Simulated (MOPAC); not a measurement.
MOPAC input (AM1):

```
AM1 FORCE THERMO(298,298) PRECISE LET CHARGE=-1 GEO-OK AUX(PRECISION=9) THREADS=1
C5H7Si

Si   -1.90049244 1    0.21650322 1    0.22398933 1
C    -0.21808316 1    0.04780587 1    0.05803930 1
C     0.78861506 1    0.57027602 1    0.83675156 1
C     2.08311204 1    0.17692892 1    0.33791380 1
C     1.94862621 1   -0.61863766 1   -0.78829980 1
C     0.45793703 1   -0.75107477 1   -1.03832034 1
H    -2.62688695 1   -1.05032652 1    0.40322522 1
H    -2.56998889 1    0.83149172 1   -0.93281432 1
H    -2.29754531 1    1.04368109 1    1.37216445 1
H     0.64665870 1    1.20138810 1    1.71956029 1
H     3.01392667 1    0.48223837 1    0.80754780 1
H     0.21277758 1   -0.34938615 1   -2.05255333 1
H     0.16799249 1   -1.83027701 1   -1.00111325 1
```

From the output:

```
     H   13   5.333398

          HEAT OF FORMATION =      66.670930 KCALS/MOLE

          ZERO POINT ENERGY      60.305 KCAL/MOL

           NORMAL COORDINATE ANALYSIS (Total motion = 1 Angstrom)

   Root No.       1         2         3         4         5         6         7         8

                 1 A"      2 A"      1 A'      3 A"      2 A'      4 A"      3 A'      5 A"

                  33.6     153.0     156.6     367.7     477.9     501.4     596.9     621.9

           1    0.0000    0.0000    0.0045   -0.0000    0.1067    0.0000   -0.0058   -0.0000
           2   -0.0000   -0.0000   -0.0367   -0.0000   -0.0031    0.0000   -0.0378   -0.0000
           3   -0.0006   -0.0276    0.0000    0.0029    0.0000   -0.0109   -0.0000    0.0294
           4   -0.0000   -0.0000    0.0013   -0.0000    0.0007    0.0000    0.0008    0.0000
           5   -0.0000    0.0000    0.0698    0.0000   -0.0129   -0.0000    0.0163   -0.0000
           6    0.0005    0.0752   -0.0000    0.0591   -0.0000   -0.0415   -0.0000   -0.0517
           7    0.0000   -0.0000    0.0399    0.0000   -0.0515   -0.0000    0.0143   -0.0000
           8   -0.0000    0.0000    0.0361    0.0000    0.0219    0.0000    0.0137    0.0000
           9   -0.0198    0.0522   -0.0000   -0.0095   -0.0000    0.0559   -0.0000    0.0045
          10    0.0000    0.0000    0.0239    0.0000   -0.0685    0.0000    0.0130   -0.0000
          11    0.0000   -0.0000   -0.0194    0.0000    0.0130   -0.0000    0.0007    0.0000
          12   -0.0131   -0.0384   -0.0000   -0.0429   -0.0000   -0.0548   -0.0000   -0.0080
          13   -0.0000    0.0000   -0.0292   -0.0000   -0.0742   -0.0000   -0.0042   -0.0000
          14    0.0000   -0.0000   -0.0211    0.0000    0.0045   -0.0000   -0.0000    0.0000
          15    0.0122   -0.0640    0.0000    0.0564   -0.0000    0.0425    0.0000    0.0131
          16   -0.0000   -0.0000   -0.0465    0.0000   -0.0578   -0.0000   -0.0097    0.0000
          17    0.0000    0.0000    0.0358   -0.0000   -0.0210   -0.0000    0.0206    0.0000
          18    0.0223    0.0446    0.0000   -0.0233   -0.0000    0.0039    0.0000   -0.0144
          19    0.0054   -0.0890    0.0647   -0.0870    0.0786    0.1020   -0.1685   -0.2206
          20   -0.2314    0.0043   -0.0899    0.0011    0.0174    0.0035    0.1396   -0.0074
          21   -0.1346   -0.0724    0.0007   -0.0444   -0.0012    0.0491    0.0105   -0.1027
          22   -0.0054    0.0890    0.0647    0.0870    0.0786   -0.1020   -0.1685    0.2206
          23    0.2314   -0.0043   -0.0899   -0.0011    0.0174   -0.0035    0.1396    0.0074
          24   -0.1346   -0.0724   -0.0007   -0.0444    0.0012    0.0491   -0.0105   -0.1027
          25   -0.0000    0.0000   -0.1163    0.0000    0.1575   -0.0000    0.3105    0.0000
          26    0.0000   -0.0000   -0.0894   -0.0000    0.0222    0.0000    0.1132   -0.0000
          27    0.2569   -0.0750   -0.0000   -0.0431    0.0000    0.0512    0.0000   -0.1094
          28    0.0000   -0.0000    0.0868    0.0000   -0.0979   -0.0000    0.0302   -0.0000
          29   -0.0000    0.0000    0.0489   -0.0000    0.0077    0.0000    0.0180    0.0000
          30   -0.0374    0.0842   -0.0000   -0.0298   -0.0000    0.2175   -0.0000    0.0959
          31    0.0000    0.0000    0.0506    0.0000   -0.0565    0.0000    0.0228   -0.0000
          32    0.0000   -0.0000   -0.0526   -0.0000   -0.0025   -0.0000   -0.0114    0.0000
          33   -0.0263   -0.0868   -0.0000   -0.1068    0.0000   -0.1630   -0.0000   -0.0081
          34   -0.0005   -0.0703   -0.0743    0.0629   -0.0687    0.0572   -0.0169    0.0159
          35   -0.0165   -0.0302    0.0447    0.1473   -0.0213   -0.0303    0.0226   -0.0778
          36    0.0338    0.0807   -0.0005   -0.1440    0.0016    0.0136   -0.0006    0.0406
          37    0.0005    0.0703   -0.0743   -0.0629   -0.0687   -0.0572   -0.0169   -0.0159
          38    0.0165    0.0302    0.0447   -0.1473   -0.0213    0.0303    0.0226    0.0778
          39    0.0338    0.0807    0.0005   -0.1440   -0.0016    0.0136    0.0006    0.0406

   Root No.       9        10        11        12        13        14        15        16

                 6 A"      7 A"      4 A'      5 A'      6 A'      8 A"      7 A'      9 A"

                 804.6     845.6     847.3     854.2     858.7     874.5     938.0     963.2

           1    0.0000    0.0000   -0.0102   -0.0192   -0.0184   -0.0000   -0.0260    0.0000
           2    0.0000   -0.0000   -0.0022    0.0093   -0.0106   -0.0000   -0.0003    0.0000
           3   -0.0044   -0.0142   -0.0000   -0.0000    0.0000    0.0006    0.0000   -0.0019
           4   -0.0000   -0.0000   -0.0123    0.0030    0.0112    0.0000    0.0807   -0.0000
           5    0.0000   -0.0000    0.0225   -0.0102   -0.0156   -0.0000    0.0181    0.0000
           6    0.0286    0.0042   -0.0000    0.0000    0.0000   -0.0423    0.0000    0.0239
           7    0.0000   -0.0000   -0.0362    0.0152    0.0207   -0.0000   -0.0012    0.0000
           8   -0.0000    0.0000    0.0195   -0.0125   -0.0173    0.0000    0.1119   -0.0000
           9   -0.0203   -0.0023   -0.0000    0.0000    0.0000    0.0121   -0.0000   -0.1070
          10    0.0000   -0.0000   -0.0434    0.0236    0.0349    0.0000   -0.0398   -0.0000
          11   -0.0000    0.0000   -0.0461    0.0199    0.0314    0.0000   -0.0090    0.0000
          12   -0.0718    0.0065   -0.0000    0.0000    0.0000   -0.0124   -0.0000    0.0565
          13   -0.0000   -0.0000    0.0496   -0.0202   -0.0350    0.0000   -0.0456    0.0000
          14    0.0000    0.0000   -0.0378    0.0176    0.0305    0.0000   -0.0077   -0.0000
          15    0.0280    0.0076    0.0000   -0.0000   -0.0000   -0.0437   -0.0000   -0.0192
          16    0.0000    0.0000    0.0292   -0.0158   -0.0229   -0.0000    0.0513   -0.0000
          17   -0.0000   -0.0000    0.0303   -0.0074   -0.0240    0.0000   -0.0903    0.0000
          18   -0.0162   -0.0157    0.0000   -0.0000   -0.0000    0.0802    0.0000    0.0210
          19    0.0109   -0.1260    0.1717    0.0960    0.1931   -0.0513   -0.0159    0.0073
          20    0.0133    0.1762    0.0075   -0.2143    0.1597    0.0388   -0.0121    0.0030
          21    0.0117    0.0343    0.0944   -0.0697    0.2008   -0.0034   -0.0034    0.0044
          22   -0.0109    0.1260    0.1717    0.0960    0.1931    0.0513   -0.0159   -0.0073
          23   -0.0133   -0.1762    0.0075   -0.2143    0.1597   -0.0388   -0.0121   -0.0030
          24    0.0117    0.0343   -0.0944    0.0697   -0.2008   -0.0034    0.0034    0.0044
          25   -0.0000   -0.0000    0.1457    0.2686    0.0042   -0.0000    0.0096   -0.0000
          26    0.0000    0.0000    0.0640    0.1221    0.0038   -0.0000    0.0143    0.0000
          27    0.0340    0.3562    0.0000    0.0000    0.0000    0.0681    0.0000    0.0077
          28   -0.0000    0.0000    0.0149   -0.0096   -0.0201   -0.0000    0.0183   -0.0000
          29    0.0000   -0.0000    0.0320   -0.0186   -0.0276    0.0000    0.1140    0.0000
          30    0.1726   -0.0151   -0.0000    0.0000    0.0000    0.0076    0.0000    0.5026
          31   -0.0000    0.0000   -0.0698    0.0320    0.0484   -0.0000    0.0716    0.0000
          32    0.0000    0.0000   -0.0097    0.0077    0.0116    0.0000   -0.1451   -0.0000
          33    0.4596   -0.0471   -0.0000    0.0000    0.0000    0.1351    0.0000   -0.1252
          34   -0.0415   -0.0300    0.0033   -0.0086   -0.0072    0.1712    0.0583    0.0006
          35   -0.0382   -0.0313    0.0485   -0.0145   -0.0361    0.1425   -0.1118    0.0542
          36    0.0245    0.0160   -0.0066    0.0030    0.0049   -0.0735    0.0129   -0.0220
          37    0.0415    0.0300    0.0033   -0.0086   -0.0072   -0.1712    0.0583   -0.0006
          38    0.0382    0.0313    0.0485   -0.0145   -0.0361   -0.1425   -0.1118   -0.0542
          39    0.0245    0.0160    0.0066   -0.0030   -0.0049   -0.0735   -0.0129   -0.0220

   Root No.      17        18        19        20        21        22        23        24

                10 A"      8 A'      9 A'     10 A'     11 A'     12 A'     13 A'     14 A'

                1062.8    1067.4    1108.7    1216.9    1257.6    1286.3    1378.9    1393.5

           1   -0.0000   -0.0083    0.0050   -0.0042   -0.0029    0.0134   -0.0012   -0.0030
           2    0.0000   -0.0005   -0.0007   -0.0007    0.0006   -0.0023   -0.0010   -0.0012
           3    0.0028   -0.0000    0.0000    0.0000    0.0000    0.0000    0.0000    0.0000
           4    0.0000    0.0438   -0.0306    0.0270    0.0205   -0.1022   -0.0059   -0.0115
           5   -0.0000    0.0029    0.0185    0.0084   -0.0012    0.1166    0.0341    0.0173
           6   -0.0548    0.0000   -0.0000    0.0000    0.0000   -0.0000   -0.0000   -0.0000
           7   -0.0000    0.0059    0.0148    0.0209   -0.0085   -0.0172    0.0495    0.1129
           8   -0.0000    0.0183   -0.0179    0.0162   -0.0138   -0.0074   -0.0239   -0.0380
           9    0.0127    0.0000    0.0000   -0.0000   -0.0000    0.0000    0.0000    0.0000
          10    0.0000   -0.0048   -0.0222    0.0104    0.0299    0.0530   -0.0473   -0.1049
          11   -0.0000    0.0204    0.0047   -0.0148   -0.0226   -0.0174    0.0201    0.0516
          12   -0.0096    0.0000   -0.0000   -0.0000   -0.0000    0.0000   -0.0000   -0.0000
          13   -0.0000    0.0752   -0.0095   -0.0160   -0.0882    0.0140    0.0066   -0.0134
          14   -0.0000   -0.0050    0.0164   -0.0329   -0.0083    0.0155    0.0045   -0.0347
          15    0.0189    0.0000   -0.0000   -0.0000   -0.0000   -0.0000   -0.0000   -0.0000
          16   -0.0000   -0.0449   -0.0002   -0.0324    0.1001    0.0389   -0.0013    0.0440
          17    0.0000   -0.0466   -0.0335    0.0132    0.0102   -0.0784   -0.0672    0.0419
          18    0.0331   -0.0000   -0.0000   -0.0000    0.0000    0.0000   -0.0000    0.0000
          19   -0.0162   -0.0141    0.0064   -0.0044   -0.0049   -0.0013   -0.0013    0.0050
          20    0.0014   -0.0006    0.0009   -0.0006    0.0006    0.0052    0.0012    0.0022
          21   -0.0071   -0.0044    0.0021   -0.0006   -0.0020   -0.0062    0.0016    0.0103
          22    0.0162   -0.0141    0.0064   -0.0044   -0.0049   -0.0013   -0.0013    0.0050
          23   -0.0014   -0.0006    0.0009   -0.0006    0.0006    0.0052    0.0012    0.0022
          24   -0.0071    0.0044   -0.0021    0.0006    0.0020    0.0062   -0.0016   -0.0103
          25    0.0000   -0.0052    0.0176   -0.0003   -0.0060    0.0325    0.0087    0.0057
          26    0.0000    0.0004    0.0067    0.0013   -0.0019    0.0144    0.0067    0.0052
          27   -0.0029   -0.0000    0.0000   -0.0000    0.0000    0.0000    0.0000    0.0000
          28   -0.0000   -0.0339    0.4148   -0.1690   -0.0172   -0.2361   -0.0718   -0.1010
          29    0.0000    0.0083    0.0932   -0.0361   -0.0189   -0.0601   -0.0537   -0.0933
          30    0.0225    0.0000    0.0000   -0.0000   -0.0000   -0.0000   -0.0000   -0.0000
          31    0.0000   -0.1295   -0.1520   -0.1869   -0.1591    0.0058   -0.0007   -0.0277
          32   -0.0000    0.1807    0.1684    0.2302    0.2044    0.0418   -0.0348   -0.0424
          33   -0.0010   -0.0000   -0.0000   -0.0000   -0.0000    0.0000    0.0000   -0.0000
          34   -0.3459   -0.2345    0.0683    0.1829   -0.1837   -0.0060    0.0407   -0.0623
          35    0.2027   -0.0268   -0.0557   -0.0290    0.1122   -0.1431    0.2464   -0.1478
          36   -0.0422    0.0282    0.0043   -0.0158   -0.0169    0.0602   -0.2018    0.1378
          37    0.3459   -0.2345    0.0683    0.1829   -0.1837   -0.0060    0.0407   -0.0623
          38   -0.2027   -0.0268   -0.0557   -0.0290    0.1122   -0.1431    0.2464   -0.1478
          39   -0.0422   -0.0282   -0.0043    0.0158    0.0169   -0.0602    0.2018   -0.1378

   Root No.      25        26        27        28        29        30        31        32

                15 A'     16 A'     11 A"     17 A'     18 A'     12 A"     19 A'     20 A'
```

The dipole moment of an ion depends on the origin.
